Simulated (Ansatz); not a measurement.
Cartesian coordinates in Å:
```
C -1.304 0.954 0.424
C -0.025 1.669 0.834
In 1.769 0.583 0.365
O 1.365 -1.169 -0.521
Si 0.198 -2.145 -1.065
H -1.343 0.772 -0.653
H -2.187 1.545 0.687
H -1.405 -0.017 0.914
H -0.005 1.864 1.911
H 0.060 2.646 0.350
H 3.465 0.735 0.506
H 0.785 -3.377 -1.663
H -0.732 -2.571 0.026
H -0.640 -1.488 -2.115
```

Total charge 0; spin multiplicity 1. In takes the def2 core potential.

Question: List the ωB97M-V/def2-TZVPP orbital energies in eV (Ansatz). (Estimate.)

Answer: Ansatz gave: Occupied: -1806.59, -524.97, -281.71, -281.38, -147.58, -131.28, -101.70, -101.69, -101.68, -87.77, -87.46, -87.40, -28.92, -24.57, -24.09, -24.06, -24.04, -23.95, -23.50, -19.88, -16.99, -15.11, -14.96, -13.94, -13.16, -12.52, -12.43, -12.32, -11.85, -10.60, -10.25, -9.60. Lowest empty: -0.02, 1.11, 1.14, 1.94, 2.69, 2.83, 3.30, 3.79.
